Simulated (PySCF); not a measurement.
Work out the structure from these simulated measurements.

Elements present: C, H, N, O and Si. Monoisotopic mass: 157.0379 u.

| Quantity | Value |
| --- | --- |
| Rotational structure | rotational constants A, B, C: 2.966, 0.513, 0.443 GHz [PBE0-D3(BJ)/def2-SVP] |
| 1H NMR | chemical shifts (computed TMS as zero) by class: 7.64 (1 H), 6.96 (1 H), 6.67 (1 H), 5.35 (2 H), 4.91 (2 H), 0.54 (1 H), 0.39 (3 H) ppm [GIAO PBE0/pcSseg-1] |
| NMR, other nuclei | isotropic shieldings of nuclei other than C and H, by class: 267 (1 N), 19 (1 O), 381 (1 Si), 399 (1 Si) ppm [GIAO PBE0/pcSseg-1] |
| XPS | Si2p3/2 106.6, Si2p3/2 106.8, C1s 290.2, C1s 290.3, C1s 290.5, C1s 291.0, C1s 291.6, N1s 403.8, O1s 539.9, Si1s 1846.5, Si1s 1846.7 eV [ΔSCF SCAN, pcX-2 on the ionised atom, pcseg-1 elsewhere, spin-free X2C, 2p3/2 from a spin–orbit splitting computed afterwards within the 2p shell] |
| UV, first state | lowest singlet excitation: 5.93 eV (209 nm, f = 0.323) [TDDFT CAM-B3LYP/def2-SVPD] |
| Dipole | 1.65 D [CAM-B3LYP/def2-SVPD] |
| Valence photoelectron | vertical ionisation energy: 8.72 eV [ΔSCF CAM-B3LYP/def2-SVPD] |
| Polarisability | 120.6 au [CAM-B3LYP/def2-SVPD] |
| Triplet | lowest triplet excitation (Tamm–Dancoff): 3.85 eV [TDA CAM-B3LYP/def2-SVPD] |
| 13C NMR | chemical shifts (computed TMS as zero) by class: 152.6 (1 C), 150.9 (1 C), 127.1 (1 C), 116.9 (1 C), -4.0 (1 C) ppm [GIAO PBE0/pcSseg-1] |

Electronic properties: PySCF, gas phase, density fitting. Levels stand in brackets. Isolated species at its PBE0-D3(BJ)/def2-SVP geometry (one conformer only). NMR values are class means; diastereotopic atoms form classes of their own.

**Question.** Which formula fits the mass and the elements?

**Answer.** C5H11NOSi2 (calculated 157.0379). No other formula that holds each of these elements comes within 0.0003 u with a fitting electron parity and a possible valence count.

**Question.** Give a SMILES that accounts for the data.

**Answer.** Numbering: `[CH3:1][SiH2:2][NH:3][SiH2:4][c:5]1[cH:6][cH:7][cH:8][o:9]1`. Its formula, C5H11NOSi2, gives 3 degrees of unsaturation: 1 ring and 2 π bonds in the structure found (Kekulé form). 5 carbons fall into 5 classes; from least to most shielded: substituted aromatic carbon [C5] (152.6 ppm), aromatic CH next to a ring oxygen [C8] (150.9 ppm), aromatic CH carbon [C6] (127.1 ppm), aromatic CH carbon [C7] (116.9 ppm), Si-methyl carbon [C1] (-4.0 ppm). Hydrogen classes from least to most shielded: 1 H on an aromatic CH next to a ring oxygen, C8 (7.64 ppm), 1 H on an aromatic CH carbon, C6 (6.96 ppm), 1 H on an aromatic CH carbon, C7 (6.67 ppm), 2 H on an SiH2 silicon, Si4 (5.35 ppm), 2 H on an SiH2 silicon, Si2 (4.91 ppm), 1 H on a nitrogen bridging silicon atoms, N3 (0.54 ppm), 3 H on an Si-methyl carbon, C1 (0.39 ppm). The other shieldings belong to: 267 ppm, nitrogen bridging silicon atoms [N3]; 19 ppm, furan-type oxygen [O9]; 381 ppm, SiH2 silicon [Si2]; 399 ppm, SiH2 silicon [Si4]. The core levels belong to: Si2p3/2 106.6 eV, SiH2 silicon [Si2]; Si2p3/2 106.8 eV, SiH2 silicon [Si4]; C1s 290.2 eV, Si-methyl carbon [C1]; C1s 290.3 eV, aromatic CH carbon [C6]; C1s 290.5 eV, aromatic CH carbon [C7]; C1s 291.0 eV, substituted aromatic carbon [C5]; C1s 291.6 eV, aromatic CH next to a ring oxygen [C8]; N1s 403.8 eV, nitrogen bridging silicon atoms [N3]; O1s 539.9 eV, furan-type oxygen [O9]; Si1s 1846.5 eV, SiH2 silicon [Si2]; Si1s 1846.7 eV, SiH2 silicon [Si4]. The first electron is taken from the HOMO, whose largest Löwdin shares are 0.26 on the substituted aromatic carbon, 0.25 on the aromatic CH next to a ring oxygen, 0.15 on an aromatic CH carbon and 0.14 on an aromatic CH carbon. The optimised geometry has point group C1 and is an asymmetric top. Structure: `c1(ccco1)[SiH2]N[SiH2]C`. Computed isomers that give other values at the same levels: `C[SiH2][Si@@H](N)c1ccco1` (13C chemical shifts (computed TMS as zero) by class: 159.2 (1 C), 153.1 (1 C), 130.5 (1 C), 115.2 (1 C), -11.7 (1 C) ppm); `CC[Si@@H]1O[SiH2]C[C@H]1C#N` (13C chemical shifts (computed TMS as zero) by class: 125.6 (1 C), 14.7 (1 C), 12.5 (1 C), 10.1 (1 C), 6.1 (1 C) ppm); `N[Si@H](C[SiH3])c1ccco1` (13C chemical shifts (computed TMS as zero) by class: 159.0 (1 C), 152.3 (1 C), 129.1 (1 C), 115.4 (1 C), -7.0 (1 C) ppm). The assignments are read from this structure; whether some other isomer fits the data as well wasn't checked.

Shape of the structure used: `[CH3:1][SiH2:2][NH:3][SiH2:4][c:5]1[cH:6][cH:7][cH:8][o:9]1`: C1–Si2–N3–Si4 173°, Si2–N3–Si4–C5 176°, N3–Si4–C5–C6 -175°.
